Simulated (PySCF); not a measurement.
## Charge on either side of a bond

Compound: C3H12O3SSi2.
Atom-mapped SMILES: `[CH3:1][C@@H:2]([O:3][S:4]([CH3:5])(=[O:6])=[O:7])[SiH2:8][SiH3:9]` (hydrogens: H10, H11, H12 on C1; H13 on C2; H14, H15, H16 on C5; H17, H18 on Si8; H19, H20, H21 on Si9)

Cartesian coordinates in Å at the GFN2-xTB level; atoms count from 1:
```xyz
21
C3H12O3SSi2 angstrom
C      0.283   -1.334   -2.123
C      0.086   -0.546   -0.840
O     -1.159   -0.993   -0.265
S     -1.580   -0.272    1.056
C     -2.442    1.203    0.483
O     -0.392    0.152    1.754
O     -2.506   -1.101    1.748
Si     1.505   -0.756    0.461
Si     2.182    1.252    1.362
H      1.178   -0.981   -2.627
H     -0.572   -1.217   -2.787
H      0.400   -2.390   -1.893
H     -0.049    0.515   -1.093
H     -2.840    1.704    1.355
H     -3.239    0.883   -0.174
H     -1.732    1.838   -0.030
H      1.152   -1.899    1.303
H      2.568   -1.327   -0.412
H      1.490    2.414    0.773
H      3.607    1.493    1.080
H      2.050    1.380    2.811
```

Atomic charges (e) from the PBE0/pcSseg-1 density (PySCF):

```json
{"atom": "C1", "Mulliken": "-0.2248", "IAO": "-0.4141", "Hirshfeld": "-0.1186", "ESP-fitted": "-0.5305"}
{"atom": "C2", "Mulliken": "-0.3072", "IAO": "-0.1670", "Hirshfeld": "-0.0366", "ESP-fitted": "+0.3117"}
{"atom": "O3", "Mulliken": "-0.5001", "IAO": "-0.5913", "Hirshfeld": "-0.1179", "ESP-fitted": "-0.4099"}
{"atom": "S4", "Mulliken": "+1.1362", "IAO": "+2.1895", "Hirshfeld": "+0.5721", "ESP-fitted": "+1.1539"}
{"atom": "C5", "Mulliken": "-0.3602", "IAO": "-0.6373", "Hirshfeld": "-0.1167", "ESP-fitted": "-0.6088"}
{"atom": "O6", "Mulliken": "-0.5741", "IAO": "-0.8733", "Hirshfeld": "-0.2389", "ESP-fitted": "-0.5305"}
{"atom": "O7", "Mulliken": "-0.4841", "IAO": "-0.8528", "Hirshfeld": "-0.2994", "ESP-fitted": "-0.4977"}
{"atom": "Si8", "Mulliken": "+0.3599", "IAO": "+0.4522", "Hirshfeld": "+0.2066", "ESP-fitted": "+0.2723"}
{"atom": "Si9", "Mulliken": "+0.2137", "IAO": "+0.2996", "Hirshfeld": "+0.1924", "ESP-fitted": "+0.2193"}
{"atom": "H10", "Mulliken": "+0.1333", "IAO": "+0.1578", "Hirshfeld": "+0.0535", "ESP-fitted": "+0.1453"}
{"atom": "H11", "Mulliken": "+0.1236", "IAO": "+0.1493", "Hirshfeld": "+0.0436", "ESP-fitted": "+0.1524"}
{"atom": "H12", "Mulliken": "+0.1363", "IAO": "+0.1548", "Hirshfeld": "+0.0484", "ESP-fitted": "+0.1628"}
{"atom": "H13", "Mulliken": "+0.1386", "IAO": "+0.1242", "Hirshfeld": "+0.0285", "ESP-fitted": "+0.0140"}
{"atom": "H14", "Mulliken": "+0.1768", "IAO": "+0.1924", "Hirshfeld": "+0.0741", "ESP-fitted": "+0.2236"}
{"atom": "H15", "Mulliken": "+0.1672", "IAO": "+0.1856", "Hirshfeld": "+0.0666", "ESP-fitted": "+0.2052"}
{"atom": "H16", "Mulliken": "+0.1581", "IAO": "+0.1753", "Hirshfeld": "+0.0610", "ESP-fitted": "+0.1941"}
{"atom": "H17", "Mulliken": "-0.0106", "IAO": "-0.0877", "Hirshfeld": "-0.0758", "ESP-fitted": "-0.0601"}
{"atom": "H18", "Mulliken": "-0.0843", "IAO": "-0.1451", "Hirshfeld": "-0.1004", "ESP-fitted": "-0.1614"}
{"atom": "H19", "Mulliken": "-0.0803", "IAO": "-0.1064", "Hirshfeld": "-0.0809", "ESP-fitted": "-0.0969"}
{"atom": "H20", "Mulliken": "-0.0746", "IAO": "-0.1173", "Hirshfeld": "-0.0889", "ESP-fitted": "-0.1084"}
{"atom": "H21", "Mulliken": "-0.0434", "IAO": "-0.0883", "Hirshfeld": "-0.0729", "ESP-fitted": "-0.0506"}
```

Task: Cut each of the bonds C1–C2, O3–C2, S4–O3, C5–S4, Si8–C2 and Si9–Si8 in turn and sum the charges on the side of the atom named first.

Result: In e; the other side holds the opposite charge:

```csv
bond cut,piece,atoms,Mulliken,IAO,Hirshfeld,ESP-fitted
C1–C2,CH3,4,+0.168,+0.048,+0.027,-0.070
O3–C2,CH3O3S,8,-0.280,-0.212,+0.001,-0.270
S4–O3,CH3O2S,7,+0.220,+0.379,+0.119,+0.140
C5–S4,CH3,4,+0.142,-0.084,+0.085,+0.014
Si8–C2,Si2H5,7,+0.280,+0.207,-0.020,+0.014
Si9–Si8,SiH3,4,+0.015,-0.012,-0.050,-0.037
```

Extremes among these pieces. Mulliken: lowest CH3O3S at O3, highest Si2H5 at Si8; IAO: lowest CH3O3S at O3, highest CH3O2S at S4; Hirshfeld: lowest SiH3 at Si9, highest CH3O2S at S4; ESP-fitted: lowest CH3O3S at O3, highest CH3O2S at S4.

Task: Do the schemes agree better on the pieces than on the single atoms at the cuts?

Result: The spread between schemes averages 0.229 e for the pieces and 0.563 e for the atoms named first; it is smaller for the piece at 5 of the 6 cuts. On average they agree better on the pieces. The sign differs between schemes (beyond ±0.03 e) for CH3 at C1 and CH3 at C5.

Geometry: GFN2-xTB, one conformer, isolated molecule.
